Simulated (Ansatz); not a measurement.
A run for Ansatz (a quantum-chemistry and plane-wave program): R-r2SCAN/def2-TZVPP on BiF2HTe (SMILES [F][Bi]([F])[TeH]), a point of a torsion scan. Elements past Kr take the def2 small-core potentials; no spin–orbit coupling.

Ansatz 0.2 input:
```yaml
crystal:
  periodic: [false, false, false]
  atoms:
    - {symbol: F, position_ang: [-1.27670150, 1.67580046, 0.26736831]}
    - {symbol: Bi, position_ang: [-0.76001178, 0.00635850, -0.85099906]}
    - {symbol: F, position_ang: [-1.72428546, -1.44352158, 0.26312654]}
    - {symbol: Te, position_ang: [1.46103562, -0.39848844, 0.68057100]}
    - {symbol: H, position_ang: [2.10876819, 1.06652511, 0.31008924]}
basis:
  gaussian:
    orbitals: def2-TZVPP
hamiltonian:
  xc: {name: r2SCAN}
scf: {lower_state_search: off}
```

### Question
Predict the final total energy.

### Answer
-683.2485 hartree.
